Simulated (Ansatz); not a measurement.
Two isomers of C3H8F2OSi: A = `CC(C)O[SiH](F)F`, B = `CCO[Si](C)(F)F`.

Calculated with Ansatz (gas phase, PBE0-D4/def2-TZVP geometries, no zero-point term in ΔE). CCSD(T)/CBS adds triple-zeta CCSD(T) − MP2 to the extrapolated MP2 energy (def2 sets, frozen cores). Functionals use def2-TZVPP. B3LYP here is the variant with VWN-RPA as its local correlation; programs differ in this. Each species was taken in one conformer, which may not be the lowest.

Problem. Which is lower in electronic energy at CCSD(T)/CBS, and by how much? (Best estimate.)

Solution. The calculation gave: B, by 10.4 kcal/mol.

Problem. Give E(B) − E(A) in kcal/mol with PBE0-D4, r2SCAN-D4, B2PLYP, MP2/def2-TZVPP, CCSD/def2-TZVPP, B3LYP, ωB97M-V. (Estimate.)

Solution. The calculation gave: PBE0-D4 -11.7, r2SCAN-D4 -11.8, B2PLYP -11.0, MP2/def2-TZVPP -10.2, CCSD/def2-TZVPP -10.5, B3LYP -11.5, ωB97M-V -11.5. None reverses the order clearly.

Largest T1 diagnostic: 0.011.
